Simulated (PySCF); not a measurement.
**Shapes and spin states of Ti₃**

Computed with PBE0 in PySCF with Ti def2-TZVP; no relativity; density-fitted integrals.

Relaxations began from a few typed shapes and spin states; open shells are unrestricted. The search is not exhaustive: other isomers or separated fragments can lie lower, and high-lying points may rest on an excited occupation.

```
                                                 spin  group                                        bonds                                          angles  imaginary modes (cm⁻¹)  ΔE (kJ/mol)  ΔE with ZPE (kJ/mol)
                   broken-symmetry Ms = 1 (⟨S²⟩ 4.82)     Cs  Ti–Ti 2.377 Å, Ti–Ti 2.714 Å, Ti–Ti 2.827 Å  Ti–Ti–Ti 50.8°, Ti–Ti–Ti 62.2°, Ti–Ti–Ti 67.1°                    none          0.0                   0.0
                   broken-symmetry Ms = 2 (⟨S²⟩ 8.20)     Cs  Ti–Ti 2.623 Å, Ti–Ti 2.702 Å, Ti–Ti 2.776 Å  Ti–Ti–Ti 57.2°, Ti–Ti–Ti 60.0°, Ti–Ti–Ti 62.8°                    none         14.8                  14.4
                   broken-symmetry Ms = 1 (⟨S²⟩ 5.10)    C∞v                 Ti–Ti 2.665 Å, Ti–Ti 2.876 Å                                 Ti–Ti–Ti 180.0°                    none         50.5                  49.8
singlet (closed shell, unstable to spin polarisation)    D3h                           Ti–Ti 2.312 Å (×3)                             Ti–Ti–Ti 60.0° (×3)                    none        120.9                 123.9
```

The lowest minimum found is the broken-symmetry Ms = 1 (⟨S²⟩ 4.82) Cs: Ti–Ti 2.377 Å, Ti–Ti 2.714 Å, Ti–Ti 2.827 Å; Ti–Ti–Ti 50.8°, Ti–Ti–Ti 62.2°, Ti–Ti–Ti 67.1°.

For the lowest minimum: the determinant is spin-contaminated (⟨S²⟩ = 4.82, pure value 2.00). Open d and f shells are described by one determinant, and the ground state may have another occupation or spin.

The electron or spin density has lower symmetry than the nuclear frame for the broken-symmetry Ms = 1 (⟨S²⟩ 5.10) C∞v at 50.5 kJ/mol.
